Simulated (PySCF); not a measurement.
Assignment exercise: C$_{4}$H$_{9}$F$_{3}$Si$_{2}$

Atoms are numbered as in `[CH3:1][SiH2:2]/[CH:3]=[C:4](/[SiH3:5])[C:6]([F:7])([F:8])[F:9]`. Each H is labelled by its parent atom.

Method: shielding tensors at B97-2/pcSseg-1 (GIAO), geometry from PBE0-D3(BJ)/def2-SVP, in PySCF (non-relativistic, in vacuum, averaged over atoms made equivalent by symmetry, fast rotation or ring inversion, one conformer).

Scale: ¹³C, ¹H against TMS (reference shieldings calculated alike).

Question: Assign these signals to the numbered atoms. ¹³C{¹H} NMR (computed): δ 160.6, 152.3, 128.8, -5.1.

Answer: 
| δ (ppm) | atoms | environment | reason |
| --- | --- | --- | --- |
| 160.6 | C3 | alkene CH | an sp2 carbon of a C=C bond |
| 152.3 | C4 | fully substituted alkene carbon | an sp2 carbon of a C=C bond |
| 128.8 | C6 | CF3 carbon | 3 electronegative neighbours deshield it |
| -5.1 | C1 | methyl carbon bonded to Si | an electropositive neighbour leaves it electron-rich and shielded |

Question: Assign these signals to the numbered atoms. ¹H NMR (600 MHz, computed): δ 7.36 (m, 1H), 4.23 (s, 3H), 4.23 (m, 2H), 0.38 (t, 3H).

Answer: 
7.36 → H(C3), hydrogen on an alkene CH: attached to an sp2 carbon and in the plane of the double bond
4.23 → H(Si5), hydrogen on a silicon bonded to C
4.23 → H(Si2), hydrogen on a silicon bonded to 2 C
0.38 → H(C1), hydrogen on a methyl carbon bonded to Si: an electropositive neighbour shields it, as in TMS itself

H(Si5) and H(Si2) lie closer than the usual error of such a calculation, so a measured spectrum could show them in the other order.

Splittings by ¹⁹F in the carbon and heteronuclear signals aren't shown, as no couplings were computed. Shifts are as computed. Against solution values, carbons near 30 ppm lie about +1 ppm off and those near 130 ppm about +2 ppm. Of 1309 compounds with measured shifts, 239 miss one by over three times the rms of a fit or turn the order of signals round; such compounds aren't used in these exercises. Multiplicities follow the n + 1 count of equivalent neighbours, as no J values were calculated; m marks all less simple cases, F and P coupling included.
